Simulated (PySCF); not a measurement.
Excitation energy of Mn by level of theory

Mn [Ar] 3d5 4s2 (6S) → Mn [Ar] 3d5 4s1 5s1 (8S), as a difference of total energies. All numbers are calculated (PySCF 2.14, the non-relativistic Hamiltonian (point nucleus), in aug-cc-pVDZ (7s6p4d2f, 59 functions)). Correlated levels: valence: [Ar] frozen. The calculations carry no spin-orbit coupling.

```tsv
method	excitation energy (cm⁻¹)
UHF	29161
LDA	38720
PBE0	35383
r2SCAN	34829
B2PLYP	39024
CAM-B3LYP	39991
revPBE	35552
MP2 (valence)	35999
SCS-MP2 (valence)	38036
```

Q: Estimate what PBE gives.

A: 36116 cm⁻¹, closest to MP2 (valence) among the rows shown.

Q: Estimate what wB97M-V gives.

A: 39619 cm⁻¹, closest to CAM-B3LYP among the rows shown.

The promoted electron is Rydberg-like, and one or two diffuse shells describe it only roughly, which tends to raise the upper state.
